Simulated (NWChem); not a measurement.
Molecule: C₂H₄BrCl; SMILES C[C@@H](Cl)Br

Program: NWChem. The geometry was optimised at PBE0/def2-SVP. Level: M06-2X/def2-SVP with SMD (1 M gas to 1 M solution), gas-phase geometry.

Q: What does the run give for solvent water? Quantities: solvation free energy (kcal/mol); cavity-dispersion-structure term (kcal/mol); dipole in solution (D).

A: The solvation free energy (kcal/mol) is -1.7 and the cavity-dispersion-structure term (kcal/mol) is 1.2. The dipole in solution (D) comes out as 2.63.
